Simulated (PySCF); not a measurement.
## Two-component Hartree-Fock for Co(2+) (cobalt, charge +2)

Start: [Ar] 3d6 4p1; 3d3/2 filled at m_j = +3/2; 3d5/2 filled at m_j = -3/2, -1/2, +1/2, +3/2, +5/2; 4p3/2 filled at m_j = +3/2. Calculated with PySCF 2.14 in x2c-TZVPall-2c: generalised Hartree-Fock with the X2C-1e Hamiltonian and a Gaussian nucleus; one run each with spin-orbit coupling (SO) switched off, then screened by Boettger's factors. This is a chosen level, not necessarily the ground level.

| spinor shell | electrons | ε, spin-free (eV) | ε, screened SO (eV) | weight of nominal j (screened SO) | rms radius, screened SO (bohr) |
| --- | --- | --- | --- | --- | --- |
| 1s1/2 | 2 | -7804.8 | -7804.7 | 1.000 | 0.0649 |
| 2s1/2 | 2 | -993.94 | -993.92 | 1.000 | 0.276 |
| 2p1/2 | 2 | -851.53 | -862.19 | 0.987 | 0.247 |
| 2p3/2 | 4 | -851.53 | -846.32 | 0.993 | 0.249 |
| 3s1/2 | 2 | -153.54 | -153.55 | 1.000 | 0.825 |
| 3p3/2 | 4 | -109.88 | -109.08 | 0.830 | 0.877 |
| 3p1/2 | 2 | -109.88 | -111.56 | 0.660 | 0.873 |
| 3d5/2 | 5 | -46.819 | -47.929 | 0.586 | 1.04 |
| 3d3/2 | 1 | -46.819 | -41.417 | 0.788 | 1.08 |
| 4p3/2 | 1 | -20.185 | -20.140 | 1.000 | 3.03 |

| quantity | spin-free | screened SO |
| --- | --- | --- |
| E (hartree) | -1390.62079 | -1390.64755 |
| M_J | 11/2 | 11/2 |
| ⟨J²⟩ | 35.755 | 35.755 |
| ⟨L²⟩ | 12.003 | 12.016 |
| ⟨S²⟩ | 8.751 | 8.745 |

Each row is a mean over spinors that exchange with the open shell spreads, by up to 17.405 eV (3p3/2).

Rows whose weight is well below 1 are mixtures of j = l ± 1/2: exchange outweighs spin-orbit coupling there, and the label is only the starting occupation.

Without spin-orbit coupling the j labels of p, d and f shells carry no meaning; the spin-free column gives the mean over the occupied spinors of each nl shell.
